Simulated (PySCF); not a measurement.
C3H9FSi, SMILES CC[Si@H](C)F.

Geometry: PBE0-D3(BJ)/def2-SVP. The structure was generated by enumeration; whether it is a known compound was not checked. Other conformers were not sampled.

Method: TDDFT-ωB97X/def2-SVPD (PySCF).

Vertical excitations. Gas-phase values at a fixed geometry.

Computed excitation energies, oscillator strengths and character:
| state | energy (eV) | λ (nm) | f | main pairs |
|---|---|---|---|---|
| S1 | 8.16 | 152 | 0.002 | HOMO→LUMO+1 48 %, HOMO→LUMO 36 %, HOMO→LUMO+4 7 % |
| S2 | 8.61 | 144 | 0.025 | HOMO−1→LUMO+1 50 %, HOMO−1→LUMO 13 %, HOMO−1→LUMO+4 11 %, HOMO→LUMO 9 % |
| S3 | 8.65 | 143 | 0.027 | HOMO→LUMO 36 %, HOMO→LUMO+1 23 %, HOMO→LUMO+2 17 %, HOMO−1→LUMO+1 12 % |
| S4 | 9.10 | 136 | 0.014 | HOMO→LUMO+2 52 %, HOMO−1→LUMO 19 % |
| S5 | 9.30 | 133 | 0.105 | HOMO−1→LUMO 27 %, HOMO−1→LUMO+2 23 %, HOMO−1→LUMO+1 15 %, HOMO→LUMO+2 5 % |
| S6 | 9.50 | 131 | 0.077 | HOMO−1→LUMO+2 45 %, HOMO−1→LUMO 16 %, HOMO−2→LUMO 7 %, HOMO−1→LUMO+5 7 % |
| S7 | 9.75 | 127 | 0.106 | HOMO→LUMO+3 54 %, HOMO−2→LUMO 19 % |
| S8 | 9.84 | 126 | 0.014 | HOMO−2→LUMO 45 %, HOMO→LUMO+3 21 %, HOMO−2→LUMO+1 7 % |
| S9 | 9.97 | 124 | 0.106 | HOMO→LUMO+4 71 % |
| S10 | 10.21 | 121 | 0.052 | HOMO→LUMO+5 33 %, HOMO−1→LUMO+3 23 %, HOMO→LUMO+7 15 % |
| T1 | 7.83 | 158 | 0 | HOMO→LUMO+1 49 %, HOMO→LUMO 28 %, HOMO→LUMO+4 9 % |
| T2 | 8.24 | 151 | 0 | HOMO−1→LUMO+1 52 %, HOMO−1→LUMO+4 16 %, HOMO−1→LUMO 13 % |
| T3 | 8.45 | 147 | 0 | HOMO→LUMO 39 %, HOMO→LUMO+2 27 %, HOMO→LUMO+1 17 % |
| T4 | 8.80 | 141 | 0 | HOMO→LUMO+2 38 %, HOMO−1→LUMO 18 %, HOMO−1→LUMO+1 9 %, HOMO→LUMO 6 % |
Triplets are in the Tamm–Dancoff approximation, which puts them higher than full response would, so one can lie above its singlet here.
